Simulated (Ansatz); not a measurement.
Compare A (`NCB(O)O`) with its isomer B (`NB(O)CO`).

Computed with Ansatz on PBE0-D4/def2-TZVP structures; ΔE is electronic, products minus reactants. CCSD(T)/CBS is the MP2 limit (def2-TZVPP, def2-QZVPP) plus CCSD(T) − MP2 in def2-TZVPP, frozen cores. Functionals use def2-TZVPP. B3LYP here is the variant with VWN-RPA as its local correlation; programs differ in this. Each species was taken in one conformer, which may not be the lowest.

A:

Z-matrix (Å, degrees):
```
C
B 1 1.582
N 1 1.470 2 109.2
H 1 1.096 2 106.7 3 116.7
H 1 1.098 2 112.4 3 -128.0
O 2 1.360 1 118.4 3 -14.6
O 2 1.361 1 120.7 3 166.6
H 3 1.011 1 111.7 2 158.6
H 3 1.012 1 110.4 2 -83.1
H 6 0.972 2 106.8 1 0.1
H 7 0.961 2 111.9 1 177.4
```

B:

Z-matrix (Å, degrees):
```
C
O 1 1.416
B 1 1.582 2 114.0
H 1 1.100 2 109.1 3 122.7
H 1 1.100 2 109.0 3 -122.7
H 2 0.962 1 107.2 3 -0.5
O 3 1.375 1 115.0 2 0.5
N 3 1.405 1 122.0 2 -179.5
H 7 0.958 3 115.9 1 -180.0
H 8 1.004 3 122.0 1 0.0
H 8 1.005 3 124.8 1 -179.9
```

Question: Which isomer does CCSD(T)/CBS put lower? Give the gap. (Best estimate.)

Answer: Computed: A, by 13.7 kcal/mol.

Question: Give E(B) − E(A) in kcal/mol with B3LYP, HF/def2-TZVPP, CCSD(T)/def2-TZVPP, B2PLYP, PBE-D4, MP2/def2-TZVPP, CCSD/def2-TZVPP. (An estimate is asked.)

Answer: Ansatz gave: B3LYP 12.8, HF/def2-TZVPP 12.9, CCSD(T)/def2-TZVPP 14.3, B2PLYP 13.6, PBE-D4 13.3, MP2/def2-TZVPP 14.7, CCSD/def2-TZVPP 14.1. None reverses the order clearly.

Largest T1 diagnostic: 0.012.

In def2-TZVPP, CCSD(T) changes the Hartree–Fock value by +1.4 kcal/mol (the triples alone add +0.2 kcal/mol) and MP2 by +1.8 kcal/mol.
